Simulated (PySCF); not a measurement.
Ge(Vi)(OH)(NH2)2, SMILES C=[CH][Ge]([NH2])([NH2])[OH] at its B3LYP/def2-SVP optimised geometry (Å):

```
14

C     -1.6569     0.5996     0.6703
C     -0.5662     0.2059     0.0000
Ge     0.0733    -1.6381     0.0000
N     -0.7446    -2.4762     1.4103
N     -0.2480    -2.6883    -1.4648
O      1.8721    -1.6381     0.0000
H     -2.2482    -0.1062     1.2646
H     -2.0099     1.6381     0.6527
H     -0.0057     0.9423    -0.5908
H     -0.5793    -3.4802     1.4467
H     -0.6034    -2.0715     2.3331
H      0.4724    -2.6043    -2.1796
H     -1.1625    -2.5678    -1.8948
H      2.2482    -1.0817     0.6936
```

Method: B3LYP/def2-TZVP run with PySCF. Cells within 0.4 Å of a nucleus heavier than hydrogen are left out (blank, or x).

Map of the log10 of the electron density (e/bohr³), floored at −4 on the plane z = 0.0 Å:

```
|0000000000000000000000000000000|
|0000000000000000000000000000000|
|0000000000000000000000000000000|
|0000000000000000000000000000000|
|0000000000000000000000000000000|
|0000001111100000000000000000000|
|0000012222211000000000000000000|
|0000122333322111110000000000000|
|0000123444433232221000000000000|
|0001234555544444332100000000000|
|0001234556555555443210000000000|
|0001234566665666543210000000000|
|0001234566666776654311000000000|
|0001234566777x77654321100000000|
|000123456677xxx7654322211000000|
|000123455667xxx7654333332110000|
|0001233455667777654444443210000|
|0000123344566776655555554321000|
|0000122334456677766667765432000|
|0000011223455689976778876432100|
|00000011234557xxx877xxx86532100|
|000000112345579xx8778xx76532100|
|0000001123445689876778876432100|
|0000001123445666665667665431000|
|0000000123344555554555554321000|
|0000000122334455444344433210000|
|0000000112333444433333322100000|
|0000000011223333332222111000000|
|0000000001122232221110000000000|
|0000000000112222211000000000000|
|0000000000001111100000000000000|
```
Scale: ten equal steps from -4.00 (start of '0') to 0.416 (end of '9'), in the order '0123456789'; x runs from -4.50 to 4.50, y from -4.50 (bottom) to 4.50 (top).
